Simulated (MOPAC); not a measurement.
MOPAC input (PM3):

```
PM3 FORCE THERMO(298,298) PRECISE LET GEO-OK AUX(PRECISION=9) THREADS=1
Br2Ge

Ge   -0.00207870 1   -0.00149652 1    0.88705421 1
Br    1.07964612 1   -1.60078906 1   -0.40294930 1
Br   -1.07775841 1    1.60214807 1   -0.40260113 1
```

Output:

```
 *******************************************************************************
 **                                                                           **
 **                              MOPAC v23.2.5                                **
 **                                                                           **
 *******************************************************************************
 ** MOPAC's Digital Object Identifier: https://doi.org/10.5281/zenodo.6511958 **
 **                                                                           **
 ** Please cite the open-source release paper for use of this MOPAC version:  **
 ** J. E. Moussa and J. J. P. Stewart (2026)                                  **
 ** MOPAC: An open-source semiempirical molecular orbital program             **
 ** J. Open Source Softw., 11(119), 8025, https://doi.org/10.21105/joss.08025 **
 *******************************************************************************

                              PM3 CALCULATION RESULTS

 *******************************************************************************
 *  PM3        - The PM3 Hamiltonian to be used
 *  GEO-OK     - OVERRIDE INTERATOMIC DISTANCE AND OTHER SAFETY CHECKS
 *  LET        - OVERRIDE SOME SAFETY CHECKS
 *  PRECISE    - TIGHTER CRITERIA TO BE USED
 *  FORCE      - FORCE CALCULATION SPECIFIED
 *  AUX        - OUTPUT AUXILIARY INFORMATION
 *  THERMO     - THERMODYNAMIC QUANTITIES TO BE CALCULATED
 *******************************************************************************
PM3 FORCE THERMO(298,298) PRECISE LET GEO-OK AUX(PRECISION=9) THREADS=1
 Br2Ge

   ATOM   CHEMICAL          X               Y               Z
  NUMBER   SYMBOL      (ANGSTROMS)     (ANGSTROMS)     (ANGSTROMS)

     1      Ge         -0.00207870  *  -0.00149652  *   0.88705421  *
     2      Br          1.07964612  *  -1.60078906  *  -0.40294930  *
     3      Br         -1.07775841  *   1.60214807  *  -0.40260113  *

          CARTESIAN COORDINATES

    NO.       ATOM           X           Y           Z

     1        Ge         -0.0021     -0.0015      0.8871
     2        Br          1.0796     -1.6008     -0.4029
     3        Br         -1.0778      1.6021     -0.4026

 Ge: (PM3): J. J. P. STEWART, J. COMP. CHEM. 12, 320-341 (1991).
 Br: (PM3): J. J. P. STEWART, J. COMP. CHEM. 10, 209 (1989).

           Empirical Formula: Ge Br2  =     3 atoms

      MOLECULAR POINT GROUP   :   C2v

      RHF CALCULATION, NO. OF DOUBLY OCCUPIED LEVELS = 9

          HEAT OF FORMATION =      16.458338 KCALS/MOLE

          CARTESIAN COORDINATE DERIVATIVES

   NUMBER  ATOM         X            Y            Z

     1      Ge     -0.005121    -0.007377     0.000000
     2      Br      0.004844     0.002025     0.000000
     3      Br      0.000277     0.005352     0.000000

 DIPOLE           X         Y         Z       TOTAL
 POINT-CHG.    -0.917    -1.372     0.000     1.650
 HYBRID        -1.163    -1.742     0.000     2.095
 SUM           -2.080    -3.114     0.000     3.745

          GRADIENT NORM =   0.01170

          MOLECULAR WEIGHT =  232.40

          ROTATIONAL CONSTANTS IN CM(-1)

          A =    0.20299502   B =    0.02829353   C =    0.02483238

           PRINCIPAL MOMENTS OF INERTIA IN UNITS OF 10**(-40)*GRAM-CM**2

          A =      137.8987   B =      989.3694   C =     1127.2681

          ORIENTATION OF MOLECULE IN FORCE CALCULATION

    NO.       ATOM         X         Y         Z

     1         Ge      -0.4927   -0.7375    0.0000
     2         Br       1.8294   -0.7375    0.0000
     3         Br      -1.3818    1.4076   -0.0000

    FIRST DERIVATIVES WILL BE USED IN THE CALCULATION OF SECOND DERIVATIVES

    FOR POINT-GROUP C2v  THERE ARE   4 UNIQUE SYMMETRY FUNCTIONS.


(To convert to Hartree/Bohr^2, multiply by (10^(-21) x N x a0^2)/(4.184 x 627.51) =  0.0642)

           FORCE MATRIX IN MILLIDYNES/ANGSTROM

                 Ge  1      Br  2      Br  3
 ------------------------------------------
    Ge    1   1.402254
    Br    2   0.882659   0.925402
    Br    3   0.881783   0.135524   0.925402

          HEAT OF FORMATION =      16.458338 KCALS/MOLE

          ZERO POINT ENERGY       0.642 KCAL/MOL

           NORMAL COORDINATE ANALYSIS (Total motion = 1 Angstrom)

   Root No.       1         2         3

                 1 A1      2 A1      1 B2

                  59.8     160.6     228.6

           1   -0.2082   -0.1794    0.3974
           2   -0.3117   -0.2686   -0.2655
           3    0.0000    0.0000    0.0000
           4   -0.1234    0.3352   -0.2611
           5    0.2872   -0.0475   -0.0000
           6   -0.0000    0.0000    0.0000
           7    0.3126   -0.1722   -0.1000
           8   -0.0040    0.2914    0.2412
           9    0.0000   -0.0000   -0.0000

           MASS-WEIGHTED COORDINATE ANALYSIS (NORMAL COORDINATES)

   Root No.       1         2         3

                 1 A1      2 A1      1 B2

                  59.8     160.6     228.6

           1   -0.3491   -0.3004    0.6460
           2   -0.5227   -0.4498   -0.4315
           3    0.0000    0.0000    0.0000
           4   -0.2171    0.5889   -0.4452
           5    0.5053   -0.0834   -0.0000
           6   -0.0000    0.0000    0.0000
           7    0.5499   -0.3025   -0.1705
           8   -0.0071    0.5121    0.4113
           9    0.0000   -0.0000   -0.0000

          DESCRIPTION OF VIBRATIONS

 VIBRATION          1    1A1         ATOM PAIR     ENERGY CONTRIBUTION    RADIAL
 FREQUENCY            59.77         Ge1 -- Br3         +50.0% ( 91.2%)      1.6%
 TRANSITION DIPOLE   0.3506         Ge1 -- Br2         +50.0% ( 91.2%)      1.6%
 TRAVEL (Ang.)       0.2085
 REDUCED MASS       25.9501
 EFFECTIVE MASS     77.1186
 FORCE CONSTANT      0.0546

 VIBRATION          2    2A1         ATOM PAIR     ENERGY CONTRIBUTION    RADIAL
 FREQUENCY           160.60         Ge1 -- Br2         +50.0% ( 74.9%)     85.5%
 TRANSITION DIPOLE   1.2238         Ge1 -- Br3         +50.0% ( 74.9%)     85.5%
 TRAVEL (Ang.)       0.1266
 REDUCED MASS       26.2080
 EFFECTIVE MASS     77.7308
 FORCE CONSTANT      0.3983

 VIBRATION          3    1B2         ATOM PAIR     ENERGY CONTRIBUTION    RADIAL
 FREQUENCY           228.63         Ge1 -- Br3         +50.0% ( 82.3%)     86.5%
 TRANSITION DIPOLE   2.0330         Ge1 -- Br2         +50.0% ( 82.3%)     86.5%
 TRAVEL (Ang.)       0.0949
 REDUCED MASS       32.7207
 EFFECTIVE MASS     75.4481
 FORCE CONSTANT      1.0077

      SYMMETRY NUMBER FOR POINT-GROUP C2v =  2

          SYSTEM IS A GROUND STATE

 Br2Ge

          MOLECULE IS NOT LINEAR

          THERE ARE  3 GENUINE VIBRATIONS IN THIS SYSTEM
          THIS THERMODYNAMICS CALCULATION IS LIMITED TO
          MOLECULES WHICH HAVE NO INTERNAL ROTATIONS

                    CALCULATED THERMODYNAMIC PROPERTIES
                                          *
   TEMP. (K)   PARTITION FUNCTION   H.O.F.    ENTHALPY  HEAT CAPACITY ENTROPY
                                   KCAL/MOL   CAL/MOLE    CAL/K/MOL  CAL/K/MOL

 298.00  VIB.     0.1106D+02                  1227.1011     5.6612     8.8942
         ROT.     0.2212D+06                   888.2803     2.9808    27.4370
         INT.     0.2447D+07                  2115.3814     8.6420    36.3311
         TRA.     0.3425D+28                  1480.4672     4.9680    42.2294
         TOT.                       16.458    3595.8486    13.6100    78.5606

   *: NOTE: HEATS OF FORMATION ARE RELATIVE TO THE
            ELEMENTS IN THEIR STANDARD STATE AT 298K
              (=  Standard Enthalpy of Formation).

            Hvib:  Zero-point energy is not included.
                   frequencies of less than zero cm-1 are not included.
            Hrot = (3/2)RT
            Htra = (3/2)RT + pV = (5/2)RT

            Heat capacity is Cp, not Cv

          For more information, see: HTTP://OpenMOPAC.net/Manual/thermochemistry.html

           FORCE CONSTANT IN CARTESIAN COORDINATES (Millidynes/A)

    ATOM   CHEMICAL       X               Y               Z
   NUMBER   SYMBOL  FORCE CONSTANT  FORCE CONSTANT  FORCE CONSTANT

      1      Ge        1.051114        0.681185        0.001262
      2      Br        0.917042        0.051226        0.000128
      3      Br        0.233320        0.734947        0.000128

 **********************
 *                    *
 * JOB ENDED NORMALLY *
 *                    *
 **********************

 == MOPAC DONE ==
```
